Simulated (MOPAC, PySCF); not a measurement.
H4BNO2, SMILES `OB(O)N` (O–B–O–H torsion 0°, O–B–O–H torsion 180°), neutral singlet in the gas phase. 

Z-matrix (Å, degrees):
```
B
O 1 1.3695
H 2 0.9602 1 112.17
O 1 1.3772 2 117.70 3 0.01
H 4 0.9583 1 115.41 2 180.00
N 1 1.4099 2 118.39 3 180.00
H 6 1.0022 1 124.79 2 -179.98
H 6 1.0039 7 114.33 1 -179.99
```
Charge 0, multiplicity 1.

All levels are single points at this geometry (CAM-B3LYP-D3(BJ)/def2-TZVP); Pople sets use spherical d functions. Orbital energies aren't observables, and empty levels follow the basis.

B3LYP/6-311+G** in PySCF gives HOMO (eV) = -7.42.

Estimate the HOMO (eV) from each of these levels: CAM-B3LYP-D3(BJ)/def2-TZVP in PySCF; PBE-D3(BJ)/def2-TZVP in PySCF; TPSSh-D3(BJ)/def2-TZVP in PySCF; B3LYP/6-31G* in PySCF; BP86/6-31G* in PySCF; M06-2X/6-31G* in PySCF; PBE/6-31G* in PySCF; SVWN5/6-31G* in PySCF; HF/3-21G in PySCF; AM1 in MOPAC; PM6 in MOPAC; PM7 in MOPAC.


```csv
level,HOMO (eV)
CAM-B3LYP-D3(BJ)/def2-TZVP in PySCF,-9.07
PBE-D3(BJ)/def2-TZVP in PySCF,-6.06
TPSSh-D3(BJ)/def2-TZVP in PySCF,-6.73
B3LYP/6-31G* in PySCF,-6.77
BP86/6-31G* in PySCF,-5.57
M06-2X/6-31G* in PySCF,-8.61
PBE/6-31G* in PySCF,-5.46
SVWN5/6-31G* in PySCF,-5.58
HF/3-21G in PySCF,-10.92
AM1 in MOPAC,-10.33
PM6 in MOPAC,-9.98
PM7 in MOPAC,-9.83
```
